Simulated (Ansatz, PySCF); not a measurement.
Molecule: sum formula InO$_{2}$H$_{2}$, net charge 0, doublet state. It need not be the lowest isomer of its formula. 
Structure (B3LYP-D3(BJ)/def2-TZVP (Ansatz, a quantum-chemistry and plane-wave program) minimum search):
```
In
O 1 2.0258
H 2 0.9670 1 109.30
O 1 2.0355 2 113.16 3 0.00
H 4 0.9643 1 114.56 2 -180.00
```
Charge 0, spin multiplicity 2.

Total electronic energies in hartree. Valence correlation only, unless marked. UHF or UKS for open shells. No spin-orbit coupling. Frozen are the shells of the preceding noble gas and the d and f shells that filled before the atom's block. In def2 rows, elements after Kr have scalar-relativistic effective core potentials. STO-3G rows are all-electron and non-relativistic. Basis-set limits of correlation are two-point, X^-3; Hartree-Fock from the larger set. [CCSD(T)-MP2]/basis is that difference in the basis named.

| level | program | energy (Eh) |
|---|---|---|
| HF/def2-SVPD | Ansatz | -339.99904 |
| HF/def2-QZVPPD | Ansatz | -340.19282 |
| HF-D3(BJ)/def2-TZVPD | PySCF + dftd3 | -340.20452 |
| SVWN5/def2-TZVPD | Ansatz | -340.48243 |
| PBE/def2-TZVPD | Ansatz | -341.71917 |
| B3LYP-D4/def2-TZVPD | Ansatz + dftd4 | -341.94324 |
| PBE0/STO-3G | Ansatz | -5833.94120 |
| BHLYP-D4/def2-TZVPD | Ansatz + dftd4 | -341.71204 |
| TPSSh/def2-TZVPD | PySCF | -341.79443 |
| r2SCANh/def2-TZVPD | Ansatz | -341.84224 |
| MN15-D3(BJ)/def2-TZVPD | PySCF + dftd3 | -341.30272 |
| MN15/def2-TZVPD | PySCF | -341.30272 |
| HSE06-D3(BJ)/def2-TZVPD | Ansatz + dftd3 | -341.69957 |
| CAM-B3LYP/def2-TZVPD | Ansatz | -341.79935 |
| B2GP-PLYP-D4/def2-TZVPD | Ansatz + dftd4 | -341.39227 |
| B2PLYP-D4/def2-TZVPD | Ansatz + dftd4 | -341.49653 |
| PBE-QIDH/def2-TZVPD | Ansatz | -341.40052 |
| RPA@PBE/def2-QZVPP | Ansatz | -341.07231 |
| MP2/STO-3G | Ansatz | -5831.78359 |
| MP2/def2-TZVPP | Ansatz | -340.73671 |
| SCS-MP2/def2-TZVPP | Ansatz | -340.72401 |
| CCSD/def2-SVPD | Ansatz | -340.46555 |
| RI-MP2/CBS(def2-TZVPPD,def2-QZVPPD)+[CCSD(T)-MP2]/def2-TZVPPD | Ansatz | -340.8439 |

Totals of different functionals don't rank their quality; only differences between species are comparable.
